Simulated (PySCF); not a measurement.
Species: CH₉BNP.
SMILES with atom numbers: `[CH3:1][NH2+:2][BH2-:3][PH2:4]` (hydrogens: H5, H6, H7 on C1; H8, H9 on N2; H10, H11 on B3; H12, H13 on P4)

Structure used (PBE0-D3(BJ)/def2-SVP), in Å, numbered top down from 1:
```
atom  x, y, z in Å
C1    -1.4378    0.5599    0.5620
N2    -0.1520    0.4878   -0.1395
B3     1.0160   -0.3211    0.6540
P4     2.5104   -0.4710   -0.6383
H5    -1.7928   -0.4616    0.7456
H6    -1.2803    1.0457    1.5331
H7    -2.1871    1.1184   -0.0180
H8    -0.2611    0.0438   -1.0556
H9     0.1914    1.4300   -0.3386
H10    1.2317    0.3164    1.6737
H11    0.5513   -1.4330    0.8664
H12    3.4286    0.4944   -0.1217
H13    3.1748   -1.5820   -0.0449
```

Method used: PBE0-D3(BJ)/def2-SVP geometry optimisation, gas phase (PySCF 2.14.0).

Masses are those of the commonest isotopes; rigid-rotor values at the optimised geometry. The values belong to one conformer with, in the numbering `[CH3:1][NH2+:2][BH2-:3][PH2:4]`, C1–N2–B3–P4 172°, N2–B3–P4–H 105° and -159°.

Question: Give the principal moments of inertia and the rotational constants in GHz.

Answer: Ia = 25.47, Ib = 232.04, Ic = 243.05 u·Å²; 505379 MHz·u·Å²/I gives 19842, 2178 and 2079 MHz, that is A = 19.842, B = 2.1780, C = 2.0793 GHz.

Question: Classify the top.

Answer: A near-prolate asymmetric top; Ray's κ = -0.989.

Question: What does the inertial defect say?

Answer: Not planar: Δ = Ic − Ia − Ib = -14.46 u·Å². For a rigid frame Δ = −2 Σ m c², so Σ m c² = 7.23 u·Å² lies off the ab plane: 7.03 from hydrogen and 0.20 from heavier atoms. The atom farthest from that plane is 1.29 Å away.

Question: Give the other two planar moments, Paa and Pbb, and the rms extents of the mass along the axes.

Answer: Paa = Σ m a² = (Ib + Ic − Ia)/2 = 224.81 and Pbb = Σ m b² = (Ia + Ic − Ib)/2 = 18.24 u·Å². With the mass M = 77.06 u, the rms extents √(P/M) along a, b and c are 1.71, 0.49, 0.31 Å.

Question: Which types of transition are allowed, and where do some lines up to J = 3 fall?

Answer: The dipole components are |μa| = 4.96 D, |μb| = 2.41 D, |μc| = 0.34 D. The squared components, which scale the intensities, stand as 1.00 : 0.24 : 0.00 (a : b : c). Some lines, for components of 0.1 D or more:

```json
{"type": "a", "branch": "R", "J(Ka,Kc)": "1(0,1) ← 0(0,0)", "MHz": "4257", "lower level (cm⁻¹)": "0.000"}
{"type": "a", "branch": "R", "J(Ka,Kc)": "2(1,2) ← 1(1,1)", "MHz": "8416", "lower level (cm⁻¹)": "0.731"}
{"type": "a", "branch": "R", "J(Ka,Kc)": "2(1,1) ← 1(1,0)", "MHz": "8613", "lower level (cm⁻¹)": "0.734"}
{"type": "a", "branch": "R", "J(Ka,Kc)": "3(2,1) ← 2(2,0)", "MHz": "12774", "lower level (cm⁻¹)": "2.789"}
{"type": "a", "branch": "R", "J(Ka,Kc)": "3(1,2) ← 2(1,1)", "MHz": "12920", "lower level (cm⁻¹)": "1.022"}
{"type": "c", "branch": "Q", "J(Ka,Kc)": "1(1,1) ← 1(0,1)", "MHz": "17664", "lower level (cm⁻¹)": "0.142"}
{"type": "b", "branch": "R", "J(Ka,Kc)": "1(1,1) ← 0(0,0)", "MHz": "21921", "lower level (cm⁻¹)": "0.000"}
{"type": "b", "branch": "R", "J(Ka,Kc)": "2(1,2) ← 1(0,1)", "MHz": "26080", "lower level (cm⁻¹)": "0.142"}
{"type": "c", "branch": "R", "J(Ka,Kc)": "2(1,1) ← 1(0,1)", "MHz": "26376", "lower level (cm⁻¹)": "0.142"}
{"type": "b", "branch": "R", "J(Ka,Kc)": "3(1,3) ← 2(0,2)", "MHz": "30189", "lower level (cm⁻¹)": "0.426"}
{"type": "c", "branch": "Q", "J(Ka,Kc)": "3(2,2) ← 3(1,2)", "MHz": "52843", "lower level (cm⁻¹)": "1.453"}
{"type": "b", "branch": "Q", "J(Ka,Kc)": "2(2,1) ← 2(1,2)", "MHz": "53287", "lower level (cm⁻¹)": "1.012"}
{"type": "b", "branch": "R", "J(Ka,Kc)": "2(2,1) ← 1(1,0)", "MHz": "61605", "lower level (cm⁻¹)": "0.734"}
{"type": "c", "branch": "R", "J(Ka,Kc)": "2(2,0) ← 1(1,0)", "MHz": "61605", "lower level (cm⁻¹)": "0.734"}
{"type": "b", "branch": "R", "J(Ka,Kc)": "2(2,0) ← 1(1,1)", "MHz": "61704", "lower level (cm⁻¹)": "0.731"}
{"type": "b", "branch": "R", "J(Ka,Kc)": "3(2,2) ← 2(1,1)", "MHz": "65763", "lower level (cm⁻¹)": "1.022"}
{"type": "c", "branch": "R", "J(Ka,Kc)": "3(2,2) ← 2(1,2)", "MHz": "66059", "lower level (cm⁻¹)": "1.012"}
{"type": "b", "branch": "R", "J(Ka,Kc)": "3(2,1) ← 2(1,2)", "MHz": "66061", "lower level (cm⁻¹)": "1.012"}
{"type": "c", "branch": "R", "J(Ka,Kc)": "3(3,1) ← 2(2,1)", "MHz": "101338", "lower level (cm⁻¹)": "2.789"}
```

Not checked by PBE0-D3(BJ)/def2-SVP frequencies. Zero-point vibration and centrifugal distortion are left out. A rigid rotor knows nothing of internal rotation, which can split or shift real lines. Quadrupole hyperfine structure (11B, 14N) is left out.
